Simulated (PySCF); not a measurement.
TiBr2Cl2 (singlet state).
Z-matrix (Å and degrees, PBE0-D3(BJ)/def2-SVP geometry), rows numbered from 1:
```
Ti
Br  1  2.3120
Br  1  2.3033  2  109.27
Cl  1  2.1532  2  110.87  3  -120.19
Cl  1  2.1495  2  109.96  3   118.84
```

Level of theory: TDDFT wB97X-D/def2-SVPD, vertical, gas phase, core orbitals frozen in the response (PySCF). The wB97X-D/def2-SVPD calculation is non-relativistic and has no spin–orbit coupling, an omission that weighs most on bromine.

Computed singlets:

| state | E (eV) | f |
| --- | --- | --- |
| S1 | 3.73 | 0.0011 |
| S2 | 3.83 | 0.0000 |
| S3 | 3.84 | 0.0092 |
| S4 | 4.06 | 0.016 |
| S5 | 4.08 | 0.0081 |
| S6 | 4.19 | 0.028 |
| S7 | 4.39 | 0.0001 |
| S8 | 4.42 | 0.0095 |
| S9 | 4.47 | 0.0047 |
| S10 | 4.50 | 0.0011 |
| S11 | 4.55 | 0.0001 |
| S12 | 4.63 | 0.0001 |
| S13 | 4.73 | 0.0015 |
| S14 | 4.74 | 0.0000 |
| S15 | 4.77 | 0.0089 |

Task: Build the mean polarisability up from these states and compare it with the full response value.

Result: Each state adds f / ΔE² (ΔE in hartree, 27.2114 eV).

```
state  f/ΔE² (au)  running sum (au)  running share of α (%)
   S1        0.06              0.06                     0.1
   S2        0.00              0.06                     0.1
   S3        0.46              0.52                     0.5
   S4        0.72              1.24                     1.1
   S5        0.36              1.60                     1.5
   S6        1.19              2.79                     2.5
   S7        0.00              2.79                     2.5
   S8        0.36              3.15                     2.9
   S9        0.17              3.33                     3.0
  S10        0.04              3.37                     3.1
  S11        0.00              3.37                     3.1
  S12        0.00              3.37                     3.1
  S13        0.05              3.42                     3.1
  S14        0.00              3.42                     3.1
  S15        0.29              3.71                     3.4
```

The full response gives 109.85 au (16.28 Å³), so 106.1 au comes from the higher roots of the same equations.

Task: By how much does the contribution of these states grow at 589.3 nm?

Result: With ω = 0.0773 hartree each state's term in the mean polarisability goes from f / ΔE² to f / (ΔE² − ω²); the sum over all 15 states goes from 3.71 to 4.98 au, a rise of 1.27 au.

The largest single term belongs to S6, which also has the largest f.
